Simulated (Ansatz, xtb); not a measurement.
**Two structures of FH3N2Sn**

We compare a, a singlet given by its coordinates, with b, `N[NH][Sn][F]`, a singlet. Both are isolated molecules in the gas phase, relaxed with PBE0-D3(BJ)/def2-SVP; the shapes shown needn't be the lowest conformers.

a (Å):

```xyz
7

F    -2.3987    1.7815    0.0333
N    -0.4422    1.1721    2.2033
N    -0.5262    0.0425    1.3263
Sn   -2.5448    1.0615    1.8772
H     0.1493    1.8937    1.7884
H    -0.3354    0.2296    0.3400
H     0.0022   -0.7649    1.6554
```

Close contacts (Å): F1–Sn4 1.98, N2–N3 1.43, N2–Sn4 2.13, N3–Sn4 2.33, N2–H5 1.02, N3–H6 1.02, N3–H7 1.02.

b (Å):

```yaml
atoms:
  - { symbol: F, position_ang: [-1.8947, 1.3721, -2.6307] }
  - { symbol: N, position_ang: [1.4900, 0.8440, -0.1333] }
  - { symbol: N, position_ang: [0.3923, 1.1039, -0.9644] }
  - { symbol: Sn, position_ang: [-1.0549, -0.1353, -1.6905] }
  - { symbol: H, position_ang: [1.1872, 0.4665, 0.7632] }
  - { symbol: H, position_ang: [2.1162, 0.1624, -0.5591] }
  - { symbol: H, position_ang: [0.3479, 2.0890, -1.2246] }
```

Question: Which of the two would you expect CCSD(T)/def2-TZVP electronic energies to favour?

Answer: Too close to call at this level: CCSD(T)/def2-TZVP gives E(b) − E(a) = +2.38 kJ/mol.

The same difference at several levels:

| level | geometry | E(b) − E(a) (kJ/mol) | departure from the last row (kJ/mol) | job, with rough time for the two |
| --- | --- | --- | --- | --- |
| GFN2-xTB | GFN2-xTB | −11.54 | −13.92 | optimisation, 0.12 s |
| HF/STO-3G | GFN2-xTB | −26.66 | −29.04 | single point, 0.48 s |
| r2SCAN-D4/def2-SVP | GFN2-xTB | −6.94 | −9.32 | single point, 1.3 s |
| PBE0-D3(BJ)/def2-SVP | PBE0-D3(BJ)/def2-SVP | −0.24 | −2.62 | optimisation, 22 s |
| HF/def2-TZVP | PBE0-D3(BJ)/def2-SVP | −8.54 | −10.92 | part of the CCSD(T) run |
| MP2/def2-TZVP | PBE0-D3(BJ)/def2-SVP | +4.29 | +1.90 | part of the CCSD(T) run |
| CCSD(T)/def2-TZVP | PBE0-D3(BJ)/def2-SVP | +2.38 |  | single point, 39 s |

The largest departure from CCSD(T)/def2-TZVP is that of HF/STO-3G, 29.04 kJ/mol.

With harmonic frequencies from PBE0-D3(BJ)/def2-SVP (ideal gas, rigid rotor, one conformer each, 298.15 K, 1 atm): on the last row, ΔE + ΔZPE = +1.66, ΔH = +3.19, ΔG = −1.50 kJ/mol.

The correlated steps freeze 7 core orbitals; the filled d shell of Sn is correlated, in a basis made for valence electrons. Atoms past krypton carry core potentials in the def2 sets, other sets are all-electron and non-relativistic, and no spin–orbit term is included. Mirror images aren't counted in ΔG. Programs: Ansatz 0.2.0, xtb 6.7.1; the last row on 2 threads of Intel(R) Xeon(R) 6975P-C (Granite Rapids) on a shared host.
